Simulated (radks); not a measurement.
The numbers below are computed, except where a source is named.
Ionisation of the platinum ion Pt+, [Xe] 4f14 5d9, to [Xe] 4f14 5d8 as the strength of local exchange is varied. Level of theory: scalar-relativistic Kohn-Sham, Slater X-alpha exchange (alpha = 2/3 is LDA exchange), no correlation, spin-polarised, spherical densities, finite nucleus; open shells are filled with parallel spins first (spin-orbit coupling, left out, can overturn this in heavy ions); Fermi nuclear charge, rms radius 5.427 fm (a radial shooting solver on a logarithmic mesh with Libxc functionals).

alpha  E(Pt+) (hartree)  exchange (hartree)  IE (eV)  -e of the level emptied (eV)  <r> of it (bohr)
0.644       -18379.5109           -323.8740   17.947                   12.599 (5d)             1.675
0.647       -18381.0279           -325.4115   17.990                   12.638 (5d)             1.674
0.667       -18391.1452           -335.6688   18.277                   12.896 (5d)             1.666
0.741       -18428.6308           -373.7236   19.366                   13.882 (5d)             1.638
0.775       -18445.8813           -391.2626   19.879                   14.350 (5d)             1.625
0.781       -18448.9274           -394.3613   19.971                   14.433 (5d)             1.623
0.878       -18498.2457           -444.6040   21.488                   15.823 (5d)             1.589
0.891       -18504.8660           -451.3587   21.696                   16.015 (5d)             1.584

NIST Atomic Spectra Database: 18.6 +/- 0.12 eV (measured). The Delta-SCF value meets it near alpha = 0.69. Open shells are spherical and high-spin; term and fine-structure splittings are not resolved. Spin-orbit splitting is averaged out at the scalar-relativistic level.
